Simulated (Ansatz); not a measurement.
C5H5F3GaN⁺, that is Ga(py)F3 with one electron fewer. Total charge 1; doublet. Geometry r2SCAN-D4/def2-SVP; atoms count from 1.

Cartesian coordinates in Å:
```
Ga -2.226 -1.044 0.961
N -0.443 -0.473 0.034
C 0.702 -0.620 0.712
C 1.884 0.117 0.362
C 1.842 1.014 -0.706
C 0.635 1.164 -1.390
C -0.506 0.392 -0.987
H 0.691 -1.326 1.550
H 2.795 -0.038 0.948
H 2.726 1.592 -0.991
H 0.531 1.860 -2.229
H -1.473 0.485 -1.494
F -1.399 -0.921 2.522
F -2.772 -2.603 0.427
F -2.989 0.402 0.281
```

Problem. Estimate the Mulliken populations from the PBE0/def2-TZVP orbitals of Ansatz.

Solution. 
| atom | charge (e) | spin (α − β) |
| --- | --- | --- |
| Ga1 | 0.88 | 0.00 |
| N2 | -0.07 | -0.11 |
| C3 | 0.07 | 0.32 |
| C4 | 0.04 | 0.31 |
| C5 | -0.12 | -0.14 |
| C6 | 0.04 | 0.31 |
| C7 | 0.07 | 0.32 |
| H8 | 0.25 | -0.01 |
| H9 | 0.23 | -0.01 |
| H10 | 0.22 | 0.00 |
| H11 | 0.23 | -0.01 |
| H12 | 0.25 | -0.01 |
| F13 | -0.38 | 0.02 |
| F14 | -0.33 | 0.00 |
| F15 | -0.38 | 0.02 |
Mulliken values depend strongly on the basis.

Problem. Where does the spin sit?

Solution. Summed by element: Ga 0.00, N -0.11, C 1.11, H -0.04, F 0.04, of 1 unpaired in all. Largest on single atoms: C7 0.32, C3 0.32, C4 0.31.

Problem. And the Mayer bond orders between heavy atoms (over 0.3)?

Solution. Ga1–N2 0.45 (2.09 Å); Ga1–F13 0.91 (1.77 Å); Ga1–F14 1.07 (1.74 Å); Ga1–F15 0.91 (1.77 Å); N2–C3 1.40 (1.34 Å); N2–C7 1.39 (1.34 Å); C3–C4 1.19 (1.44 Å); C4–C5 1.45 (1.40 Å); C5–C6 1.45 (1.40 Å); C6–C7 1.19 (1.44 Å).
